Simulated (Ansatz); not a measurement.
Two isomers of CH7BN2O: A = `NCB(N)O`, B = `CNB(N)O`.

Calculated with Ansatz (gas phase, PBE0-D4/def2-TZVP geometries, no zero-point term in ΔE). CCSD(T)/CBS adds triple-zeta CCSD(T) − MP2 to the extrapolated MP2 energy (def2 sets, frozen cores). DFT in def2-TZVPP. B3LYP here is the variant with VWN-RPA as its local correlation; programs differ in this. One conformer a species, not always the lowest.

A:

Z-matrix (Å, degrees):
```
C
B 1 1.591
N 1 1.468 2 109.2
H 1 1.097 2 107.0 3 116.2
H 1 1.100 2 113.0 3 -127.9
O 2 1.366 1 117.4 3 -18.3
N 2 1.404 1 122.9 3 162.8
H 3 1.013 1 110.5 2 -79.0
H 3 1.011 1 111.8 2 162.1
H 6 0.970 2 106.8 1 1.1
H 7 1.003 2 123.3 1 -2.2
H 7 1.005 2 122.2 1 176.8
```

B:

Z-matrix (Å, degrees):
```
C
N 1 1.437
H 1 1.099 2 113.5
H 1 1.093 2 110.8 3 -121.1
H 1 1.094 2 110.6 3 121.1
B 2 1.415 1 126.5 3 -82.4
H 2 1.005 1 115.7 3 89.6
O 6 1.385 2 116.2 1 179.4
N 6 1.423 2 121.8 1 -0.7
H 8 0.957 6 113.7 2 -175.6
H 9 1.003 6 122.9 2 2.0
H 9 1.003 6 123.5 2 -172.1
```

(1) Which is lower in electronic energy at CCSD(T)/CBS, and by how much? (Best estimate.)

(2) Give E(B) − E(A) in kcal/mol with PBE0-D4, MP2/def2-TZVPP, B2PLYP, CCSD(T)/def2-TZVPP, B3LYP-D4, CCSD/def2-TZVPP, r2SCAN-D4. (Best estimate.)

Largest T1 diagnostic: 0.011.

## Answers

(1) Computed: B, by 16.7 kcal/mol.

(2) The calculation gave: PBE0-D4 -16.2, MP2/def2-TZVPP -16.9, B2PLYP -17.2, CCSD(T)/def2-TZVPP -16.5, B3LYP-D4 -17.3, CCSD/def2-TZVPP -17.0, r2SCAN-D4 -16.7. None reverses the order clearly.

From PBE to PBE0 (25 % exact exchange), in def2-TZVPP and without D4, E(B) − E(A) moves by −1.0 kcal/mol. In def2-TZVPP, CCSD(T) changes the Hartree–Fock value by +3.6 kcal/mol (the triples alone add +0.5 kcal/mol) and MP2 by +3.2 kcal/mol.
